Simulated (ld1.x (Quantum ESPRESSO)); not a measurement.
**Which change was made? (Cu, RRKJ)**

Cu (Z = 29), norm-conserving RRKJ (Kleinman–Bylander form), made with ld1.x (Quantum ESPRESSO) 7.5 (PBEsol, scalar-relativistic). Core [Ar], reference 3d10 4s1 4p0. Waves: 4p (bound, empty): rc 2.15 bohr; 3d (bound): rc 1.15 bohr; 4s (bound): rc 2.10 bohr. Local part: the s channel. Core correction: Bessel-smoothed model core inside 0.90 bohr.

Cutoffs, loose and tight: the cutoffs (Ry, on a coarse ladder) from which the occupation-weighted sum of valence levels, in a spherical-Bessel basis at the reference potential, stays within 10 and 1 mRy of its value at 400 Ry. They do not see the model core or the augmentation charge, which bear on the density cutoff. Test errors are all-electron minus pseudo excitation energies from the reference, over the configurations 3d10 4s0 4p0; 3d9 4s0 4p0; 3d8 4s0 4p0; 3d9 4s2 4p0; 3d7 4s0 4p0; 3d10 4s0 4p1; 3d9 4s1 4p0; variants that change the core or the reference have their own tests.

The base gives: outcome: generated; cutoff, loose: 140 Ry; cutoff, tight: 200 Ry; bound ghosts: none; largest test error (meV): -3965.

After one change the result is: outcome: generated; cutoff, loose: 140 Ry; cutoff, tight: 200 Ry; bound ghosts: none; largest test error (meV): -2490. Which change was it?
A. all radii but the core radius scaled by about 1.23 (s 2.58, p 2.64, d 1.42 bohr)
B. reference 3d9 4s0 4p0
C. wave 4p (bound): rc 2.15 bohr becomes 4p (bound): rc 1.36 bohr

B. The others give: all radii but the core radius scaled by about 1.23 (s 2.58, p 2.64, d 1.42 bohr) → outcome: generated; cutoff, loose: 90 Ry; cutoff, tight: 140 Ry; bound ghosts: none; largest test error (meV): no test is counted, since the test run did not reproduce the reference configuration | wave 4p (bound): rc 2.15 bohr becomes 4p (bound): rc 1.36 bohr → outcome: failed: compute_chi: n is too large.
